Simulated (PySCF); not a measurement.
Electric field gradients and quadrupole coupling constants

Isopentyl formate, C6H12O2.
Z-matrix (Å and degrees, GFN2-xTB geometry), rows numbered from 1:
```
C 
C   1  1.5281
C   2  1.5270  1  110.12
C   2  1.5339  1  109.29  3   123.36
C   4  1.5269  2  114.32  1   173.80
O   5  1.4337  4  110.89  2   -63.78
C   6  1.3166  5  117.94  4   109.23
O   7  1.1963  6  127.55  5     1.87
H   1  1.0879  2  111.02  3   178.81
H   1  1.0880  2  110.30  3   -60.98
H   1  1.0873  2  110.43  3    58.74
H   2  1.0961  1  108.28  3  -118.60
H   3  1.0875  2  109.98  1   -51.49
H   3  1.0865  2  111.28  1  -170.76
H   3  1.0882  2  110.50  1    68.06
H   4  1.0921  2  108.86  1    52.75
H   4  1.0919  2  109.47  1   -65.26
H   5  1.0931  4  111.38  2    57.54
H   5  1.0934  4  110.04  2   179.24
H   7  1.1039  6  108.49  5  -178.67
```

Field gradients from the PBE0/pcSseg-1 density (PySCF, non-relativistic), principal values in atomic units, ordered |Vxx| ≤ |Vyy| ≤ |Vzz|:

| atom | Vxx | Vyy | Vzz |
| --- | --- | --- | --- |
| O6 | -0.5770 | -1.0400 | 1.6170 |
| O8 | 0.6149 | 0.9674 | -1.5823 |

Q: Find the asymmetry η = (Vxx − Vyy)/Vzz and the couplings χ = eQV/h (234.96 MHz × Q in barn × V in au), with Q(17O) = −0.0256 b.

A: 
```json
{"atom": "O6", "environment": "ester single-bonded oxygen", "nucleus": "17O", "η": "0.29", "χzz (MHz)": "-9.73", "χxx (MHz)": "3.47", "χyy (MHz)": "6.26"}
{"atom": "O8", "environment": "ester carbonyl oxygen", "nucleus": "17O", "η": "0.22", "χzz (MHz)": "9.52", "χxx (MHz)": "-3.70", "χyy (MHz)": "-5.82"}
```

Q: What is Vzz at O6 in SI units (1 au = 9.71736 × 10²¹ V/m²)?

A: 1.6170 au = 15.713 × 10²¹ V/m².

Q: And the gradient at the other heavy atoms, for which no coupling is worked out here?

A: 
```json
{"atom": "C1", "environment": "methyl carbon", "Vzz (au)": "0.044", "η": "0.18"}
{"atom": "C2", "environment": "sp3 CH carbon", "Vzz (au)": "-0.046", "η": "0.74"}
{"atom": "C3", "environment": "methyl carbon", "Vzz (au)": "0.065", "η": "0.84"}
{"atom": "C4", "environment": "chain CH2 carbon", "Vzz (au)": "0.061", "η": "0.75"}
{"atom": "C5", "environment": "sp3 carbon bound to oxygen", "Vzz (au)": "0.502", "η": "0.18"}
{"atom": "C7", "environment": "ester carbonyl carbon", "Vzz (au)": "0.414", "η": "0.91"}
```

Were the hydrogens deuterons (Q(2H) = 0.00286 b), χzz would run from 185 kHz (H20) to 213 kHz (H13, H11, H9 and H15).

Geometry: GFN2-xTB, one conformer, isolated molecule. GFN2-xTB bond lengths can be off by several hundredths of an ångström, more for odd bonds, and the gradients follow them. With so small a basis the couplings can be 20 % off.
